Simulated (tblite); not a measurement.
C₄H₁₀N₂SSi.
Atom-mapped SMILES: `[H]/[N:1]=[CH:2]/[C:3](=[N:4]\[H])[CH2:5][CH2:6][S:7][SiH3:8]` (hydrogens: H9 on N1; H10 on C2; H11 on N4; H12, H13 on C5; H14, H15 on C6; H16, H17, H18 on Si8)

Cartesian coordinates in Å at the GFN2-xTB level; atoms count from 1:
```xyz
18
C4H10N2SSi angstrom
N     -2.7970   -0.4689    1.4276
C     -2.0502    0.4816    1.0900
C     -0.8898    0.2417    0.1999
N     -0.1715    1.1760   -0.2600
C     -0.6112   -1.1794   -0.1558
C      0.6138   -1.3610   -1.0337
S      2.1710   -1.1025   -0.1135
Si     2.5412    1.0024   -0.3357
H     -3.5788   -0.2327    2.0342
H     -2.1803    1.5331    1.3933
H     -0.4385    2.1165    0.0259
H     -1.5006   -1.5722   -0.6574
H     -0.4988   -1.7493    0.7696
H      0.6646   -2.3864   -1.3972
H      0.5967   -0.6742   -1.8769
H      4.0030    1.0291   -0.2862
H      2.0755    1.4061   -1.6489
H      2.0420    1.7463    0.8129
```

Method: GFN2-xTB as coded in tblite; computed harmonic values from a numerical Hessian at the method's own geometry, unscaled. This tight-binding method is rough: wavenumbers can miss measured ones by several per cent, in bad cases by 10 to 20. Modes of hydrogen on silicon can be 10 to 20 % off. One conformer, not necessarily the lowest.

Harmonic wavenumbers (cm⁻¹): 26.8, 54.3, 90.2, 106.9, 167.5, 216.1, 247.8, 326.1, 354.2, 412.6, 498.9, 511.7, 535.8, 567.8, 583.1, 664.5, 705.2, 736.8, 790.2, 799.1, 852.4, 884.0, 917.2, 949.6, 1017.4, 1039.0, 1081.1, 1117.5, 1160.6, 1181.7, 1255.3, 1265.8, 1356.0, 1362.4, 1416.1, 1432.0, 1688.8, 1720.6, 2257.4, 2298.6, 2355.0, 2808.2, 2949.1, 2982.2, 3001.4, 3007.2, 3320.0, 3343.7.

A = 2633, B = 838.6, C = 699.0 MHz; mass 146.033 u (most abundant isotopes); point group C1, symmetry number 1.

Question: Zero-point energy?

Answer: Half the sum of the wavenumbers: 29208 cm⁻¹ = 83.51 kcal/mol.

Question: Entropy at 400 K, 1 bar (ideal gas, RRHO, classical rotation)?

Answer: Translation 42.33, rotation 30.60, vibration 43.35: S = 116.3 cal/(mol K).

Question: And Cp and H(400 K) − H(0)?

Answer: Cp = 49.70 cal/(mol K), of which vibrations give 41.76 (their classical limit is 48 R = 95.4); H(400 K) − H(0) = 11.84 kcal/mol without the zero-point energy, 8.66 from vibrations.

Question: Blend soft modes into free rotors: weight 1/[1 + (100 cm⁻¹/ν̃)⁴] for the oscillator and the rest for a rotor with moment μB/(μ + B), μ = h/(8π²ν), B = 10⁻⁴⁴ kg m². What vibrational entropy results?

Answer: 38.83 cal/(mol K) in place of 43.35, which changes −T·S at 400 K by +1.81 kcal/mol.

Question: Which modes carry the vibrational entropy at 400 K?

Answer: 26.8 cm⁻¹: 6.64; 54.3 cm⁻¹: 5.24; 90.2 cm⁻¹: 4.23; 106.9 cm⁻¹: 3.90; 167.5 cm⁻¹: 3.02; 216.1 cm⁻¹: 2.54 cal/(mol K); the other 42 give 17.79 together.

Hindered rotation and anharmonicity are outside this model. Other conformers, if any are populated, would add a mixing term that is left out. The structure is chiral; the term R ln 2 for an equal mix with its mirror image is left out.

The run took 0.76 s of wall time on an Intel Xeon Platinum 8488C with one thread (shared host). The figure is for the frequency step alone.
